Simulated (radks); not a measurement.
Species: Tc+. Configuration: [Kr] 4d4.5 5s0.5 5p1 (fractional occupations, a model configuration).

All-electron calculation, Dirac Kohn-Sham, BLYP, spin-unpolarised, spherical densities, point nucleus; open shells fill j = l - 1/2 first. Program: a radial shooting solver on a logarithmic mesh with Libxc functionals.

Energy parts (Ry):
part                        energy
total                  -8572.64439
kinetic                 8905.63834
electron-nucleus      -20683.03523
Hartree                 3462.13637
exchange-correlation    -257.38388

Orbitals (lengths in bohr, moments of r in powers of bohr; <r^-3> diverges for s and p1/2; r(max) is where P^2 peaks):
orbital  occ.  eigenvalue (Ry)   r(max)  <r^-3>
1s1/2       2        -1534.110  0.02228       -
2s1/2       2        -219.4909   0.1263       -
2p1/2       2        -202.4794  0.09812       -
2p3/2       4        -193.7829   0.1020    2595
3s1/2       2        -38.85058   0.3725       -
3p1/2       2        -32.31502   0.3594       -
3p3/2       4        -30.86084   0.3688   439.9
3d3/2       4        -19.29339   0.3096   64.99
3d5/2       6        -19.01382   0.3124   61.80
4s1/2       2         -6.15034   0.9480       -
4p1/2       2         -4.23379    1.004       -
4p3/2       4         -4.01393    1.029   66.60
4d3/2       4         -1.21360    1.250   5.484
4d5/2     0.5         -1.19068    1.261   5.172
5s1/2     0.5         -0.93206    2.560       -
5p1/2       1         -0.58885    3.093       -
5p3/2       0         -0.56982    3.175   5.780

The highest occupied level is 5p1/2 at -8.012 eV. Summed over all electrons, <r^2> = 49.58 bohr^2, which gives a Langevin (diamagnetic) susceptibility term of -39.3 x 10^-6 cm^3/mol.
